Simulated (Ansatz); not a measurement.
A nudged elastic band was laid between two geometries of CH3ClFNSiZn (9 atoms, charge 0, multiplicity 1).

The calculation used Ansatz 0.2.0, RKS PBE0-D4/def2-SVP.

```json
{
  "movable images": "7",
  "climbing image": "yes",
  "spring": "5.0 eV/Å²",
  "optimiser": "quadratic models (default)",
  "start path": "through a guess of the saddle point",
  "force threshold": "0.05 eV/Å",
  "iteration limit": "58",
  "end points": "relaxed"
}
```

Image 0:

```xyz
9
Properties=species:S:1:pos:R:3
N 0.484 -1.271 -0.520
C 0.283 -0.311 0.418
Zn 1.359 1.601 0.344
Si -1.516 0.485 0.376
F -1.507 0.738 -1.270
Cl -0.912 2.507 1.060
H 1.093 -2.064 -0.370
H 0.186 -1.092 -1.472
H 0.619 -0.639 1.416
```

Image 8:

```xyz
9
Properties=species:S:1:pos:R:3
N 0.483 -1.263 -0.524
C 0.286 -0.313 0.423
Zn 1.368 1.600 0.361
Si -1.513 0.484 0.383
F -1.506 0.718 -1.267
Cl -0.914 2.515 1.043
H 0.172 -1.077 -1.471
H 1.087 -2.062 -0.384
H 0.625 -0.648 1.418
```

Task: What changes between the two ends?

Result: No bond is made or broken. The height of N1 over the plane of its neighbours goes from -0.08 to 0.07 Å. The two ends are copies of one structure, up to a mirror image or an exchange of like atoms.

Task: Give the energies along the band, and the barrier.

Result: It converged. The highest image is number 4 of 0 to 8, 13.4 kcal/mol above the ends, which have the same energy within 2 meV. A vibrational analysis at the climbing image gives one clearly imaginary mode, 250i cm⁻¹: a first-order saddle point.

```csv
image,path coordinate (Å),energy (kcal/mol),height of N1 over the plane of its neighbours (Å)
0,0.00,0.0,-0.08
1,0.73,0.6,-0.11
2,1.45,3.4,-0.06
3,2.18,11.3,0.31
4,2.91,13.4,0.38
5,3.56,11.1,0.30
6,4.22,3.8,0.11
7,4.87,0.4,0.09
8,5.52,0.0,0.07
```

Task: What is the geometry of the highest image?

Result: 
```xyz
9
Properties=species:S:1:pos:R:3:forces:R:3
N 0.428 -1.349 -0.669 0.00 -0.01 0.00
C 0.219 -0.295 0.297 -0.02 0.00 0.02
Zn 0.936 1.553 0.006 0.01 0.01 -0.02
Si -1.514 0.547 0.024 0.03 0.03 0.00
F -0.955 1.483 -1.305 0.00 -0.01 0.01
Cl -0.854 2.345 1.392 -0.02 -0.02 -0.01
H 1.415 -1.571 -0.772 0.00 0.00 -0.01
H -0.015 -2.211 -0.350 0.01 0.00 0.00
H 0.430 -0.550 1.361 0.00 -0.01 0.00
```

Task: What are the harmonic wavenumbers there?

Result: 250i, 78, 132, 145, 193, 232, 316, 342, 360, 502, 601, 693, 846, 859, 1127, 1192, 1301, 1617, 2967, 3517, 3601 cm⁻¹.

Time of the run: 5.4 min on 2 threads of Intel(R) Xeon(R) 6975P-C (Granite Rapids), with other jobs on the host, peak memory 0.36 GiB.
